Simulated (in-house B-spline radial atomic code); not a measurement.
**How G0W0 and RPA depend on the start: neutral zinc**

Configuration [Ar] 3d10 4s2. Computed with an all-electron radial atomic-structure program (B-spline basis): all electrons, scalar-relativistic (spin-free one-electron X2C), finite nucleus, each spin shell either full or empty, empty states to l = 9 with an (l + 1/2)⁻⁴ tail; G0W0 by contour deformation at full frequency.

| start | mean-field 4s (eV) | G0W0 (eV) | QP weight | RPA correlation (Eh) |
| --- | --- | --- | --- | --- |
| Hartree-Fock | -8.124 | -9.256 | 0.943 | -2.05 |
| LDA VWN5 | -6.216 | -9.479 | 0.836 | -2.3289 |
| PBE | -5.976 | -9.414 | 0.812 | -2.3228 |
| PBE0 | -6.700 | -9.436 | 0.883 | -2.2422 |
| r2SCAN | -6.217 | -9.525 | 0.884 | -2.2785 |
| HSE06 | -6.384 | -9.403 | 0.859 | -2.2527 |
| B3LYP (VWN-RPA) | -6.688 | -9.460 | 0.876 | -2.2605 |
| SCAN | -6.275 | -9.530 | 0.888 | -2.2801 |
| TPSS | -5.944 | ? | ? | ? |
| BHandHLYP | -7.404 | -9.392 | 0.915 | -2.1736 |
| CAM-B3LYP | -8.024 | -9.530 | 0.925 | -2.222 |
| LC-wPBE | -9.094 | -9.568 | 0.944 | -2.2145 |
| wB97X | -8.977 | -9.561 | 0.944 | -2.202 |
| PBEsol | -5.995 | -9.434 | 0.819 | -2.325 |
| BLYP | -5.959 | -9.414 | 0.807 | -2.326 |
| r2SCAN0 | -6.896 | ? | ? | ? |
| LDA exchange-only | -5.189 | -9.267 | 0.706 | -2.3301 |

(1) What G0W0 level, weight and RPA correlation energy follow from the TPSS start?

(2) What G0W0 level, weight and RPA correlation energy follow from the r2SCAN0 start?

(3) How much of the dependence on the start does G0W0 remove?

Results:

(1) G0W0 level -9.406 eV, weight 0.813, RPA correlation -2.311 hartree.

(2) G0W0 level -9.453 eV, weight 0.906, RPA correlation -2.2141 hartree.

(3) The mean-field levels span 3.91 eV and the G0W0 levels 0.313 eV. Against 9.394 eV (NIST, measured) the G0W0 removal energies are off by -0.14 to +0.17 eV, with spin-orbit coupling, Breit and QED terms left out.
